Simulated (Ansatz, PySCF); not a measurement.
The pair A = CH3F (SMILES CF) (first 5 atoms), B = H4OSi (SMILES O[SiH3]); geometry from B3LYP-D3(BJ)/def2-TZVP.
(charge 0, multiplicity 1):
```json
[
 {"atom": "C", "x (Å)": "-0.5259", "y (Å)": "-0.4380", "z (Å)": "-0.3576"},
 {"atom": "F", "x (Å)": "0.6257", "y (Å)": "0.2779", "z (Å)": "0.0052"},
 {"atom": "H", "x (Å)": "-1.3962", "y (Å)": "0.1694", "z (Å)": "-0.1141"},
 {"atom": "H", "x (Å)": "-0.4757", "y (Å)": "-0.6335", "z (Å)": "-1.4274"},
 {"atom": "H", "x (Å)": "-0.5401", "y (Å)": "-1.3695", "z (Å)": "0.2064"},
 {"atom": "O", "x (Å)": "0.0273", "y (Å)": "0.8751", "z (Å)": "2.7125"},
 {"atom": "Si", "x (Å)": "0.3836", "y (Å)": "-0.4044", "z (Å)": "3.6855"},
 {"atom": "H", "x (Å)": "0.3918", "y (Å)": "0.8695", "z (Å)": "1.8184"},
 {"atom": "H", "x (Å)": "-0.0269", "y (Å)": "-1.6911", "z (Å)": "3.0624"},
 {"atom": "H", "x (Å)": "-0.3738", "y (Å)": "-0.2035", "z (Å)": "4.9377"},
 {"atom": "H", "x (Å)": "1.8336", "y (Å)": "-0.4951", "z (Å)": "3.9891"}
]
```

Correlated levels freeze the cores. CBS: X⁻³ extrapolation of the correlation energy, Hartree–Fock from the larger set. MP2 and its Hartree–Fock in aug-cc-pV(T+d)Z are density fitted.

Codes used: Ansatz (a program for electronic structure); PySCF for the dispersion terms. Values without a source in brackets are computed.

The monomers are drawn apart, rigid, along the line of their centres of mass. Counterpoise-corrected interaction energies (kcal/mol):

```csv
level,R = 4.279 Å,R = 5.048 Å
PBE/def2-TZVPPD,-2.1987,-1.0149
PBE-D3(BJ)/def2-TZVPPD,-2.7192,-1.2433
wB97M-V/def2-TZVPPD,-2.5485,-1.1956
"MP2/CBS(aug-cc-pV(D+d)Z, aug-cc-pV(T+d)Z) + ΔCCSD(T)/aug-cc-pV(D+d)Z",-2.5961,-1.1980
```

Task: R is the distance of the centres of mass. Find the local exponent m of E ∝ R⁻ᵐ between the two points.

Result: 
m = ln(E₁/E₂)/ln(R₂/R₁): PBE/def2-TZVPPD 4.7; PBE-D3(BJ)/def2-TZVPPD 4.7; wB97M-V/def2-TZVPPD 4.6; MP2/CBS(aug-cc-pV(D+d)Z, aug-cc-pV(T+d)Z) + ΔCCSD(T)/aug-cc-pV(D+d)Z 4.7. For scale, two fixed dipoles give m = 3, dipole and quadrupole 4, quadrupoles 5, and dispersion or dipole-induced dipole 6 at long range; at these distances several terms mix, and what is left of overlap and damping shifts m, so it need not match one of them.
